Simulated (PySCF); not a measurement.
C₂H₆ClFSi₂, SMILES F[SiH2]/C=C(/[SiH3])Cl. Atoms are numbered in the order given.

```xyz
12

F     -0.9348    -3.1916     0.0000
Si     0.2037    -2.0220     0.0000
C     -0.7202    -0.3933     0.0000
C     -0.1378     0.8138     0.0000
Si    -0.9835     2.5006     0.0000
Cl     1.6378     0.9109     0.0000
H      1.0261    -2.1821     1.2259
H      1.0261    -2.1821    -1.2259
H     -1.8180    -0.4127     0.0000
H     -0.5705     3.2573     1.2135
H     -2.4564     2.2795     0.0000
H     -0.5705     3.2573    -1.2135
```

Geometry optimised at B3LYP-D3(BJ)/def2-SVP. The structure was generated by enumeration; whether it is a known compound was not checked. Other conformers were not sampled.

All values below come from M06-2X/def2-TZVP in PySCF.

The molecule is in vacuum.

```json
{
  "total_energy": "-1218.86616 hartree",
  "point_group": "Cs",
  "highest_occupied_level": "-9.15 eV",
  "lowest_empty_level": "-0.60 eV",
  "orbital_gap": "8.54 eV",
  "dipole_moment": "1.54 D",
  "quadrupole, principal values (traceless, Buckingham form, about the centre of nuclear charge)": "-8.47, 1.07, 7.40 D·Å",
  "mean_static_polarisability": "86.9 bohr³ (12.88 Å³)",
  "polarisability_principal_values": "65.2, 87.8, 107.8 bohr³"
}
```
